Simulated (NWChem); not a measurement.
System: GeSiH₅, doublet; SMILES [SiH3][GeH2]

NWChem input:

```
start job
memory heap 200 mb stack 900 mb global 1100 mb
geometry units angstroms noautoz
  Si     0.004732     1.610819     0.004185
  Ge     0.016796    -0.759886     0.164194
  H     -1.179767     2.034082    -0.801734
  H      1.252867     2.053584    -0.687045
  H     -0.063895     2.275610     1.344322
  H     -1.266624    -1.362597     0.777643
  H      1.252152    -1.341810     0.886696
end
basis spherical
  * library def2-tzvp
end
dft
  odft
  mult 2
  xc b3pw91
  iterations 150
  mulliken
end
task dft energy
```

All runs use the structure optimised with PBE0/def2-SVP, spin-unrestricted. No stability test was run on the SCF state.

Q: Give the results of this calculation. (B3PW91/def2-TZVP, spin-unrestricted.) Quantities: energy (Ha); highest occupied level (eV); lowest empty minus highest occupied level, either spin (eV); dipole (D); <S²>.

A: 
```
Item                                                           Result
-----------------------------------------------------------  --------
energy (Ha)                                                  -2369.46
highest occupied level (eV)                                     -5.95
lowest empty minus highest occupied level, either spin (eV)      2.93
dipole (D)                                                       0.16
<S²>                                                            0.753
```
